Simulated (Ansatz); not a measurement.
Ansatz (a quantum-chemistry and plane-wave program) input (PBE/6-31G*):

Ansatz 0.2 input:
```yaml
crystal:
  periodic: [false, false, false]
  atoms:
    - {symbol: C, position_ang: [-1.58722249, -0.80952914, -0.38908962]}
    - {symbol: C, position_ang: [-0.48787175, 0.05899575, 0.21979378]}
    - {symbol: C, position_ang: [-0.42384481, 1.43919865, -0.42801241]}
    - {symbol: C, position_ang: [0.86316285, -0.65570489, 0.11768014]}
    - {symbol: O, position_ang: [1.92475347, -0.02209898, 0.68583766]}
    - {symbol: H, position_ang: [-2.56300861, -0.33247512, -0.28641935]}
    - {symbol: H, position_ang: [-1.64188098, -1.78829026, 0.09315440]}
    - {symbol: H, position_ang: [-1.40967196, -0.97163039, -1.45621544]}
    - {symbol: H, position_ang: [-0.69486554, 0.18551367, 1.28812278]}
    - {symbol: H, position_ang: [-0.25903882, 1.35279358, -1.50626041]}
    - {symbol: H, position_ang: [0.39196110, 2.02755006, -0.00737432]}
    - {symbol: H, position_ang: [-1.35544788, 1.98720571, -0.27682986]}
    - {symbol: H, position_ang: [0.80810495, -1.69410506, 0.49404897]}
    - {symbol: H, position_ang: [1.14047726, -0.78753250, -0.95115926]}
basis:
  gaussian:
    orbitals: 6-31G*
hamiltonian:
  xc: {name: PBE}
magnetization: {spin_polarized: true, initial_magnetization: 1}
relax: {f_tol: 0.003, max_steps: 120}
```

Output:

```
Functional definition: PBE
integrals: 0.04 GiB planned
1203 factors; their error is unknown
mean field: 0.32 GiB planned
mean field evaluation 1: about -6321.7548 eV, gradient 4.5e1 eV
mean field evaluation 2: about -6309.5330 eV, gradient 6.5e1 eV
mean field evaluation 4: about -6331.6653 eV, gradient 5.4e0 eV
mean field evaluation 8: about -6331.7840 eV, gradient 1.2e-1 eV
mean field evaluation 16: about -6331.7000 eV, gradient 1.8e-3 eV
mean field evaluation 32: about -6331.5275 eV, gradient 3.6e0 eV
mean field -6331.70002726 eV, -232.6856842216 hartree, gradient 6.8e-6 eV, S^2 0.752108; 3 other end points of the search recorded, 0 dependent functions left out
the calculation of the forces begins
reference -6331.70004816 eV, -232.6856849896 hartree; 21, 20 occupied and 72, 73 virtual orbitals, 1203 factors
relax step   1: F+E_penalty+E_count = -6331.70002726 eV  Δ(F+E_penalty+E_count) = +0.000e0 eV  max|allowed force component| = 5.008e-1 eV/Å  Δτ_max = 0.0000 Å  (84 SCF iters, accepted)
these checks for a lower state are left out or cut short: starts, cluster_reference, orbital_swaps, neighbouring_geometries, increment
integrals: 0.04 GiB planned
1203 factors; their error is unknown
mean field: 0.32 GiB planned
mean field -6331.72925787 eV, -232.6867584266 hartree, gradient 3.9e-6 eV, S^2 0.752174; 0 other end points of the search recorded, 0 dependent functions left out
the calculation of the forces begins
reference -6331.72927887 eV, -232.6867591982 hartree; 21, 20 occupied and 72, 73 virtual orbitals, 1203 factors
relax step   2: F+E_penalty+E_count = -6331.72925787 eV  Δ(F+E_penalty+E_count) = -2.923e-2 eV  max|allowed force component| = 2.017e-1 eV/Å  Δτ_max = 0.0201 Å  (46 SCF iters, accepted)
these checks for a lower state are left out or cut short: starts, cluster_reference, orbital_swaps, neighbouring_geometries, increment
integrals: 0.04 GiB planned
1203 factors; their error is unknown
mean field: 0.32 GiB planned
mean field evaluation 64: about -6331.7333 eV, gradient 8.2e-6 eV
mean field -6331.73333713 eV, -232.6869083364 hartree, gradient 8.1e-6 eV, S^2 0.752218; 0 other end points of the search recorded, 0 dependent functions left out
the calculation of the forces begins
reference -6331.73335816 eV, -232.6869091095 hartree; 21, 20 occupied and 72, 73 virtual orbitals, 1203 factors
relax step   3: F+E_penalty+E_count = -6331.73333713 eV  Δ(F+E_penalty+E_count) = -4.079e-3 eV  max|allowed force component| = 1.361e-1 eV/Å  Δτ_max = 0.0167 Å  (44 SCF iters, accepted)
these checks for a lower state are left out or cut short: starts, cluster_reference, orbital_swaps, neighbouring_geometries, increment
integrals: 0.04 GiB planned
1203 factors; their error is unknown
mean field: 0.32 GiB planned
mean field -6331.73369200 eV, -232.6869213777 hartree, gradient 3.8e-6 eV, S^2 0.752222; 0 other end points of the search recorded, 0 dependent functions left out
the calculation of the forces begins
reference -6331.73371304 eV, -232.6869221508 hartree; 21, 20 occupied and 72, 73 virtual orbitals, 1203 factors
relax step   4: F+E_penalty+E_count = -6331.73369200 eV  Δ(F+E_penalty+E_count) = -3.549e-4 eV  max|allowed force component| = 1.168e-1 eV/Å  Δτ_max = 0.0101 Å  (43 SCF iters, accepted)
these checks for a lower state are left out or cut short: starts, cluster_reference, orbital_swaps, neighbouring_geometries, increment
integrals: 0.04 GiB planned
1203 factors; their error is unknown
mean field: 0.32 GiB planned
mean field -6331.73416048 eV, -232.6869385940 hartree, gradient 9.5e-6 eV, S^2 0.752236; 0 other end points of the search recorded, 0 dependent functions left out
the calculation of the forces begins
reference -6331.73418152 eV, -232.6869393673 hartree; 21, 20 occupied and 72, 73 virtual orbitals, 1203 factors
relax step   5: F+E_penalty+E_count = -6331.73416048 eV  Δ(F+E_penalty+E_count) = -4.685e-4 eV  max|allowed force component| = 3.801e-2 eV/Å  Δτ_max = 0.0082 Å  (41 SCF iters, accepted)
these checks for a lower state are left out or cut short: starts, cluster_reference, orbital_swaps, neighbouring_geometries, increment
integrals: 0.04 GiB planned
1203 factors; their error is unknown
mean field: 0.32 GiB planned
mean field evaluation 96: about -6331.7343 eV, gradient 3.3e-5 eV
mean field -6331.73425446 eV, -232.6869420479 hartree, gradient 6.7e-6 eV, S^2 0.752238; 0 other end points of the search recorded, 0 dependent functions left out
the calculation of the forces begins
reference -6331.73427550 eV, -232.6869428212 hartree; 21, 20 occupied and 72, 73 virtual orbitals, 1203 factors
relax step   6: F+E_penalty+E_count = -6331.73425446 eV  Δ(F+E_penalty+E_count) = -9.398e-5 eV  max|allowed force component| = 1.195e-2 eV/Å  Δτ_max = 0.0046 Å  (36 SCF iters, accepted)
these checks for a lower state are left out or cut short: starts, cluster_reference, orbital_swaps, neighbouring_geometries, increment
integrals: 0.04 GiB planned
1203 factors; their error is unknown
mean field: 0.32 GiB planned
mean field -6331.73426968 eV, -232.6869426072 hartree, gradient 1.0e-5 eV, S^2 0.752239; 0 other end points of the search recorded, 0 dependent functions left out
the calculation of the forces begins
reference -6331.73429072 eV, -232.6869433805 hartree; 21, 20 occupied and 72, 73 virtual orbitals, 1203 factors
relax step   7: F+E_penalty+E_count = -6331.73426968 eV  Δ(F+E_penalty+E_count) = -1.522e-5 eV  max|allowed force component| = 3.301e-3 eV/Å  Δτ_max = 0.0024 Å  (34 SCF iters, accepted)
these checks for a lower state are left out or cut short: starts, cluster_reference, orbital_swaps, neighbouring_geometries, increment
integrals: 0.04 GiB planned
1203 factors; their error is unknown
mean field: 0.32 GiB planned
mean field -6331.73427164 eV, -232.6869426791 hartree, gradient 3.9e-6 eV, S^2 0.752238; 0 other end points of the search recorded, 0 dependent functions left out
the calculation of the forces begins
reference -6331.73429268 eV, -232.6869434523 hartree; 21, 20 occupied and 72, 73 virtual orbitals, 1203 factors
relax step   8: F+E_penalty+E_count = -6331.73427164 eV  Δ(F+E_penalty+E_count) = -1.956e-6 eV  max|allowed force component| = 2.032e-3 eV/Å  Δτ_max = 0.0009 Å  (33 SCF iters, accepted)
integrals: 0.04 GiB planned
1203 factors; their error is unknown
mean field: 0.32 GiB planned
mean field evaluation 128: about -6331.8204 eV, gradient 1.0e-1 eV
mean field -6331.73427164 eV, -232.6869426791 hartree, gradient 4.3e-6 eV, S^2 0.752238; 4 other end points of the search recorded, 0 dependent functions left out
the calculation of the forces begins
reference -6331.73429268 eV, -232.6869434523 hartree; 21, 20 occupied and 72, 73 virtual orbitals, 1203 factors
Total energy: -6331.73429268 eV, -232.6869434523 hartree
Atom 0 at    -1.592360    -0.818936    -0.397690 Å, force    -0.000439     0.001931    -0.000594 eV/Å
Atom 1 at    -0.498096     0.061004     0.220388 Å, force     0.001636    -0.001311    -0.000701 eV/Å
Atom 2 at    -0.419547     1.447813    -0.426460 Å, force    -0.002032    -0.000313    -0.000469 eV/Å
Atom 3 at     0.872094    -0.655097     0.142004 Å, force    -0.000199    -0.001145     0.000477 eV/Å
Atom 4 at     1.937074     0.010464     0.656125 Å, force     0.000955     0.000260     0.000421 eV/Å
Atom 5 at    -2.585883    -0.352227    -0.286513 Å, force    -0.000283    -0.000113    -0.000042 eV/Å
Atom 6 at    -1.634904    -1.815247     0.078348 Å, force     0.000529    -0.000017     0.000347 eV/Å
Atom 7 at    -1.415312    -0.969610    -1.479092 Å, force    -0.000358    -0.000153    -0.000123 eV/Å
Atom 8 at    -0.715698     0.188875     1.299696 Å, force    -0.000189     0.000407     0.000395 eV/Å
Atom 9 at    -0.272993     1.364537    -1.519882 Å, force    -0.000263     0.000063    -0.000249 eV/Å
Atom 10 at     0.429823     2.015010    -0.011436 Å, force     0.000407    -0.000242     0.000549 eV/Å
Atom 11 at    -1.344371     2.024571    -0.255101 Å, force    -0.000017     0.000329    -0.000120 eV/Å
Atom 12 at     0.815108    -1.708579     0.524660 Å, force     0.000231     0.000356    -0.000508 eV/Å
Atom 13 at     1.130672    -0.802686    -0.947770 Å, force     0.000022    -0.000053     0.000618 eV/Å
Dipole moment:    -0.334345    -0.164638    -0.169871 e Å
```

The geometry given is a B3LYP-D3(BJ)/def2-TZVP minimum.
